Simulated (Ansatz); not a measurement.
One geometry of [closo-2-(I)B5H4]2- (B₅H₄I²⁻), several levels of theory.

```yaml
crystal:
  periodic: [false, false, false]
  atoms:
    - {symbol: B, position_ang: [0.104982, 0.565991, 0.686438]}
    - {symbol: B, position_ang: [0.659796, -0.884933, -0.182583]}
    - {symbol: B, position_ang: [0.783787, 0.681086, -0.813586]}
    - {symbol: B, position_ang: [-0.807572, -0.809281, 0.658150]}
    - {symbol: B, position_ang: [-0.805537, 0.099358, -0.770066]}
    - {symbol: I, position_ang: [0.375766, 2.028091, 2.460658]}
    - {symbol: H, position_ang: [1.405268, -1.840700, -0.344814]}
    - {symbol: H, position_ang: [1.523271, 1.391221, -1.468543]}
    - {symbol: H, position_ang: [-1.539163, -1.476840, 1.364727]}
    - {symbol: H, position_ang: [-1.700589, 0.245996, -1.590381]}
basis:
  gaussian: {orbitals: def2-TZVPD, initial_orbitals: start.molden}
total_charge: -2
hamiltonian: {xc: pbe0, dispersion: d4}
scf: {omitted_lower_state_checks: [starts]}
output: {orbitals: {seedname: orbitals}}
```

The file start.molden holds the orbitals of an earlier run on this structure, at another level or in another basis.

```sh
$ ansatz run in.yaml --threads 4 --pin off --events-out ev --progress --plain --max-ram 4787MiB
```

It prints (some lines left out):

```
Functional definition: PBE0
1488 factors; their error is unknown
mean field evaluation 1: about -11541.1511 eV, gradient 7.1e1 eV
mean field evaluation 2: about -11542.8985 eV, gradient 1.5e0 eV
mean field evaluation 4: about -11543.1399 eV, gradient 6.9e-1 eV
mean field evaluation 8: about -11543.1404 eV, gradient 7.2e-6 eV
mean field -11543.14036426 eV, -424.2025841650 hartree, gradient 7.2e-6 eV, S^2 0.000000; 0 other end points of the search recorded, 0 dependent functions left out
reference -11543.14041314 eV, -424.2025859612 hartree; 28, 28 occupied and 252, 252 virtual orbitals, 1488 factors
Total energy: -11543.43144156 eV, -424.2132810583 hartree
Checks for a lower state left out: starts
```

It took 4.4 s on 4 threads of Arm Neoverse V2 on a shared host, peak host memory 0.8 GiB.

Geometry: PBE0-D4/def2-SVPD.

In the def2 sets I takes a core potential; there is no spin–orbit coupling. A multiply charged anion in the gas phase is held together partly by the finite basis. The highest occupied level of the charge -2 singlet lies above zero (up to 3.35 eV). The electron is either unbound and held by the finite basis, or the level is raised by self-interaction error.
